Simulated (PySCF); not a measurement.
Structure problem from calculated spectra and properties.

Elements present: C and H. Monoisotopic mass: 130.0783 u.

* 13C NMR: chemical shifts (computed TMS as zero) by class: 159.4 (1 C), 148.9 (1 C), 146.8 (1 C), 135.7 (2 C), 133.3 (2 C), 132.7 (1 C), 127.5 (1 C), 126.4 (1 C) ppm [GIAO PBE0/pcSseg-1]
* Dipole: 0.08 D [wB97X-D/def2-SVPD]
* Triplet: lowest triplet excitation (Tamm–Dancoff): 3.27 eV [TDA wB97X-D/def2-SVPD]
* Polarisability: 118.3 au [wB97X-D/def2-SVPD]
* UV, strongest line: among the 10 lowest singlet transitions: S10 at 7.08 eV (175 nm, f = 0.784) [TDDFT wB97X-D/def2-SVPD]
* Rotational structure: rotational constants A, B, C: 2.472, 0.935, 0.890 GHz [PBE0-D3(BJ)/def2-SVP]
* Valence photoelectron: vertical ionisation energy: 8.59 eV [ΔSCF wB97X-D/def2-SVPD]
* UV, first state: lowest singlet excitation: 5.44 eV (228 nm, f = 0.000) [TDDFT wB97X-D/def2-SVPD]

The electronic properties come from PySCF, for the isolated species, density fitting. Levels stand in brackets. One conformer (not necessarily the lowest) at the PBE0-D3(BJ)/def2-SVP geometry, without solvent, vibrations or thermal averaging. NMR classes are plain means over equivalent atoms (diastereotopic ones count apart unless rotation or inversion swaps them), as if these changed places fast.

Task: Which formula fits the mass and the elements?

Result: C10H10 (calculated 130.0783). No other formula that holds each of these elements comes within 0.0003 u with a fitting electron parity and a possible valence count.

Task: Propose a structure and show how it fits.

Result: Numbering: `[CH2:1]=[CH:2][C:3](=[CH2:4])[c:5]1[cH:6][cH:7][cH:8][cH:9][cH:10]1`. Its formula, C10H10, gives 6 degrees of unsaturation: 1 ring and 5 π bonds in the structure found (Kekulé form). 10 carbons fall into 8 classes; from least to most shielded: fully substituted alkene carbon [C3] (159.4 ppm), alkene CH carbon [C2] (148.9 ppm), substituted aromatic carbon [C5] (146.8 ppm), aromatic CH carbon [C6/C10] (135.7 ppm, 2 C), aromatic CH carbon [C7/C9] (133.3 ppm, 2 C), aromatic CH carbon [C8] (132.7 ppm), terminal =CH2 carbon [C1] (127.5 ppm), terminal =CH2 carbon [C4] (126.4 ppm). The first electron is taken from the HOMO, whose largest Löwdin shares are 0.24 on a terminal =CH2 carbon, 0.23 on a terminal =CH2 carbon, 0.17 on the alkene CH carbon and 0.17 on the fully substituted alkene carbon. The optimised geometry has point group Cs and is an asymmetric top. Structure: `C=CC(=C)c1ccccc1`. Computed isomers that give other values at the same levels: `C=CC1=C/C=C\C=C/C=C\1` (smallest rotational constant: 0.829 GHz; this holds for the one conformer computed); `CC1=CCc2ccccc21` (smallest rotational constant: 0.848 GHz; this holds for the one conformer computed); `C=Cc1ccc2c(c1)CC2` (13C chemical shifts (computed TMS as zero) by class: 150.7 (1 C), 150.1 (1 C), 146.0 (1 C), 140.5 (1 C), 135.5 (1 C), 127.8 (1 C), 121.3 (1 C), 116.9 (1 C), 30.8 (1 C), 30.6 (1 C) ppm). The assignments are read from this structure; whether some other isomer fits the data as well wasn't checked.

The values belong to the conformer `[CH2:1]=[CH:2][C:3](=[CH2:4])[c:5]1[cH:6][cH:7][cH:8][cH:9][cH:10]1`: C1–C2–C3–C4 180°, C2–C3–C5–C6 90°.
